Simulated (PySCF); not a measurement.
Correlation energy of Ne⁺ (neon, charge +1)

[He] 2s2 2p5, 2P determinant. Computed with PySCF 2.14 in aug-cc-pVDZ-DK, with scalar relativity by spin-free X2C-1e. Frozen: 1s2; 7 electrons correlated.

MP2 pair energies summed by pair of shells (mhartree):

```tsv
pair	energy	share (%)
2p-2p	-92.68	65.2
2s-2p	-42.06	29.6
2s-2s	-7.49	5.3
```

Total MP2 correlation energy: -142.24 mhartree.

Same-spin part -35.66 and opposite-spin part -106.58 mhartree; SCS-MP2 scales them by 1/3 and 6/5 to -139.78 mhartree.

| level | correlation energy (mhartree) |
| --- | --- |
| CCSD | -153.63 |
| (T) | -1.65 |
| CCSD(T) | -155.28 |

Diagnostics: T1 = 0.0053, D1 = 0.0085, largest double amplitude 0.031.

Cost of the coupled-cluster step: 0.19 s of wall time on 1 thread of Neoverse-V1 (shared host), for 7 correlated electrons.

Iterations:

```
CC2 = 0
CCSD nocc = (np.int64(4), np.int64(3)), nmo = (22, 22)
frozen orbitals [[0], [0]]
max_cycle = 100
direct = 0
conv_tol = 1e-08
conv_tol_normt = 1e-06
diis_space = 8
diis_start_cycle = 0
Init t2, MP2 energy = -0.142238688499505
Init E_corr(UCCSD) = -0.142238688500958
cycle = 1  E_corr(UCCSD) = -0.151192309868401  dE = -0.00895362137  norm(t1,t2) = 0.0224976
cycle = 2  E_corr(UCCSD) = -0.153045088222037  dE = -0.00185277835  norm(t1,t2) = 0.00546203
cycle = 3  E_corr(UCCSD) = -0.153614650879422  dE = -0.000569562657  norm(t1,t2) = 0.00235493
cycle = 4  E_corr(UCCSD) = -0.15364611530167  dE = -3.14644222e-05  norm(t1,t2) = 0.000627666
cycle = 5  E_corr(UCCSD) = -0.153629509458237  dE = 1.66058434e-05  norm(t1,t2) = 0.000253225
cycle = 6  E_corr(UCCSD) = -0.153632799712668  dE = -3.29025443e-06  norm(t1,t2) = 3.57879e-05
cycle = 7  E_corr(UCCSD) = -0.153632906405246  dE = -1.06692577e-07  norm(t1,t2) = 7.22289e-06
cycle = 8  E_corr(UCCSD) = -0.153632770323095  dE = 1.36082151e-07  norm(t1,t2) = 1.89404e-06
cycle = 9  E_corr(UCCSD) = -0.153632764296672  dE = 6.02642286e-09  norm(t1,t2) = 3.25487e-07
UCCSD converged
E(UCCSD) = -128.0577246572066  E_corr = -0.1536327642966722
UCCSD(T) correction = -0.00165389068935745
```
